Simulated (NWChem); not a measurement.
System: C3H4F2O; SMILES C(/OC)(F)=C\F

Excerpt of the output:

```
             Northwest Computational Chemistry Package (NWChem) 7.3.0
             --------------------------------------------------------

                             Geometry "geometry" -> ""
                             -------------------------

 Output coordinates in angstroms (scale by  1.889725989 to convert to a.u.)

  No.       Tag          Charge          X              Y              Z
 ---- ---------------- ---------- -------------- -------------- --------------
    1 C                    6.0000     0.06048600     2.22946700    -0.19469000
    2 O                    8.0000     0.62738900     1.11249700     0.47173400
    3 C                    6.0000     0.00108400    -0.04546400     0.29794000
    4 F                    9.0000    -1.28080300    -0.05092600     0.65214700
    5 C                    6.0000     0.60965900    -1.14275100    -0.15458700
    6 F                    9.0000    -0.01388400    -2.31605400    -0.21178400
    7 H                    1.0000     0.68855800     3.09407200     0.05090700
    8 H                    1.0000     0.06074300     2.07329500    -1.28679800
    9 H                    1.0000    -0.96862300     2.41750700     0.14737400
   10 H                    1.0000     1.65428300    -1.13780500    -0.46605400

 Effective nuclear repulsion energy (a.u.)     243.5037181432

                                 NWChem DFT Module
                                 -----------------

 Summary of "ao basis" -> "ao basis" (spherical)
 ------------------------------------------------------------------------------
       Tag                 Description            Shells   Functions and Types
 ---------------- ------------------------------  ------  ---------------------
 C                          def2-svp                 6       14   3s2p1d
 O                          def2-svp                 6       14   3s2p1d
 F                          def2-svp                 6       14   3s2p1d
 H                          def2-svp                 3        5   2s1p

 in cosmo_initialize ...

 solvent parameters
 solvname_short: unkn
 solvname_long:  unknown
 dielec:        7.6000

          ---------------
          -cosmo- solvent
          ---------------
 Cosmo: York-Karplus, doi: 10.1021/jp992097l
 dielectric constant -eps-     =   7.60
 screen = (eps-1)/(eps    )    =   0.86842
 surface charge correction     = lagrangian

   van der Waals surface
 --------------------------

 ---------- ATOMIC COORDINATES (A.U.) ------------ VDWR(ANG.) --
     1    0.11430197    4.21308173   -0.36791075     2.000
     2    1.18559330    2.10231449    0.89144800     1.720
     3    0.00204846   -0.08591450    0.56302496     2.000
     4   -2.42036672   -0.09623619    1.23237913     1.720
     5    1.15208846   -2.15948626   -0.29212707     2.000
     6   -0.02623696   -4.37670743   -0.40021373     1.720
     7    1.30118595    5.84694827    0.09620028     1.300
     8    0.11478763    3.91795944   -2.43169562     1.300
     9   -1.83043206    4.56842581    0.27849648     1.300
    10    3.12614158   -2.15013968   -0.88071436     1.300
 number of segments per atom =         32
 number of   points per atom =         32
 atom (   nspa,  nppa )
 ----------------------
    1 (     18,     0 )       0
    2 (     11,     0 )       0
    3 (     10,     0 )       0
    4 (     19,     0 )       0
    5 (     13,     0 )       0
    6 (     22,     0 )       0
    7 (     15,     0 )       0
    8 (     16,     0 )       0
    9 (     13,     0 )       0
   10 (     14,     0 )       0
 number of -cosmo- surface points =      151
 molecular surface =    120.308 angstrom**2
 molecular volume  =    102.331 angstrom**3
 G(cav/disp)       =      1.462 kcal/mol
 -lineq- algorithm             =   0
 -bem- low  level              =   2
 -bem- from -octahedral-
 gaussian surface charge width =   4.50000
 degree of switching           =   1.00000
 switching function tolerance  =   0.00010
 atomic radii =
 --------------
    1  6.000  2.000
    2  8.000  1.720
    3  6.000  2.000
    4  9.000  1.720
    5  6.000  2.000
    6  9.000  1.720
    7  1.000  1.300
    8  1.000  1.300
    9  1.000  1.300
   10  1.000  1.300
 ...... end of -cosmo- initialization ......

[...]

                                   COSMO solvation results
                                   -----------------------

                 gas phase energy =      -391.279973563983
                 sol phase energy =      -391.284851244166
 (electrostatic) solvation energy =         0.004877680183 (    3.06 kcal/mol)

                       DFT Final Molecular Orbital Analysis
                       ------------------------------------

 Vector   22  Occ=2.000000D+00  E=-3.688297D-01
              MO Center=  2.8D-01,  1.5D+00,  1.2D-01, r^2= 2.8D+00
   Bfn.  Coefficient  Atom+Function         Bfn.  Coefficient  Atom+Function
  ----- ------------  ---------------      ----- ------------  ---------------
    18      0.297160   2 O  px               85     -0.268837   7 H  s
    20      0.220607   2 O  pz                4     -0.210397   1 C  px
    21      0.208128   2 O  px               33     -0.197917   3 C  py
     6     -0.188277   1 C  pz               90      0.185058   8 H  s
    47     -0.177232   4 F  py               23      0.160089   2 O  pz

 Vector   23  Occ=2.000000D+00  E=-3.249518D-01
              MO Center=  1.9D-01,  1.2D+00,  2.0D-01, r^2= 2.1D+00
   Bfn.  Coefficient  Atom+Function         Bfn.  Coefficient  Atom+Function
  ----- ------------  ---------------      ----- ------------  ---------------
    18      0.373541   2 O  px               20     -0.328529   2 O  pz
    21      0.264649   2 O  px               23     -0.239696   2 O  pz
    95      0.238210   9 H  s                90     -0.189540   8 H  s
     4     -0.177899   1 C  px               46     -0.161614   4 F  px
     6      0.150701   1 C  pz               96      0.129061   9 H  s

 Vector   24  Occ=2.000000D+00  E=-2.401690D-01
              MO Center=  2.5D-01, -5.2D-01,  6.4D-02, r^2= 2.3D+00
   Bfn.  Coefficient  Atom+Function         Bfn.  Coefficient  Atom+Function
  ----- ------------  ---------------      ----- ------------  ---------------
    62      0.378948   5 C  pz               34      0.330912   3 C  pz
    20     -0.256847   2 O  pz               76      0.246272   6 F  pz
    65      0.242820   5 C  pz               79     -0.202353   6 F  pz
    23     -0.199168   2 O  pz               48      0.193180   4 F  pz
    37      0.168457   3 C  pz               51     -0.158218   4 F  pz

 Vector   25  Occ=0.000000D+00  E= 2.725157D-02
              MO Center=  2.8D-01, -3.7D-01,  2.9D-02, r^2= 2.6D+00
   Bfn.  Coefficient  Atom+Function         Bfn.  Coefficient  Atom+Function
  ----- ------------  ---------------      ----- ------------  ---------------
    65      0.549268   5 C  pz               37     -0.512314   3 C  pz
    34     -0.485943   3 C  pz               62      0.420155   5 C  pz
     3     -0.413061   1 C  s                86      0.272304   7 H  s
    91      0.235464   8 H  s                36      0.216085   3 C  py
    48     -0.170605   4 F  pz               51      0.163569   4 F  pz

 Vector   26  Occ=0.000000D+00  E= 7.376899D-02
              MO Center=  4.4D-02,  1.3D+00, -1.8D-01, r^2= 6.9D+00
   Bfn.  Coefficient  Atom+Function         Bfn.  Coefficient  Atom+Function
  ----- ------------  ---------------      ----- ------------  ---------------
     3      1.970156   1 C  s                96     -1.078033   9 H  s
    86     -0.930506   7 H  s                91     -0.827884   8 H  s
   101     -0.719921  10 H  s                31     -0.560512   3 C  s
    63      0.402213   5 C  px               59      0.320256   5 C  s
     8      0.308706   1 C  py               45      0.292355   4 F  s

 Vector   27  Occ=0.000000D+00  E= 8.847928D-02
              MO Center=  3.3D-01,  3.3D-01, -3.2D-01, r^2= 5.4D+00
   Bfn.  Coefficient  Atom+Function         Bfn.  Coefficient  Atom+Function
  ----- ------------  ---------------      ----- ------------  ---------------
    91     -0.951472   8 H  s                 3      0.906605   1 C  s
   101      0.553125  10 H  s                64     -0.527772   5 C  py
     9     -0.519068   1 C  pz               17      0.496407   2 O  s
    86     -0.450294   7 H  s                73     -0.442010   6 F  s
     8      0.414290   1 C  py               63     -0.366273   5 C  px

     Multipole analysis of the density
     ---------------------------------

     L   x y z        total         alpha         beta         nuclear
     -   - - -        -----         -----         ----         -------
     0   0 0 0     -0.000000    -24.000000    -24.000000     48.000000

     1   1 0 0      0.324520      1.268445      1.268445     -2.212370
     1   0 1 0      1.014778      0.231738      0.231738      0.551303
     1   0 0 1     -0.465972     -5.783627     -5.783627     11.101282

     2   2 0 0    -24.752608    -55.799598    -55.799598     86.846588
     2   1 1 0     -1.631604     -2.818012     -2.818012      4.004421
     2   1 0 1     -0.524398     11.726460     11.726460    -23.977319
     2   0 2 0    -23.085041   -220.241030   -220.241030    417.397019
     2   0 1 1     -0.990174     -9.537963     -9.537963     18.085751
     2   0 0 2    -25.096903    -28.283241    -28.283241     31.469579
```

Level: B3LYP/def2-SVP, COSMO on the gas-phase geometry. Structure relaxed at the PBE0/def2-SVP level. COSMO prints the solvation energy as gas minus solution, so a positive value is a stabilisation.

Which NWChem input produces such a log?

Several could match; the one computed here: the input that was run:
```
start job
memory heap 200 mb stack 900 mb global 1100 mb
geometry units angstroms noautosym nocenter noautoz
  C      0.060486     2.229467    -0.194690
  O      0.627389     1.112497     0.471734
  C      0.001084    -0.045464     0.297940
  F     -1.280803    -0.050926     0.652147
  C      0.609659    -1.142751    -0.154587
  F     -0.013884    -2.316054    -0.211784
  H      0.688558     3.094072     0.050907
  H      0.060743     2.073295    -1.286798
  H     -0.968623     2.417507     0.147374
  H      1.654283    -1.137805    -0.466054
end
basis spherical
  * library def2-svp
end
dft
  xc b3lyp
  iterations 150
end
cosmo
  dielec 7.6
end
task dft energy
```
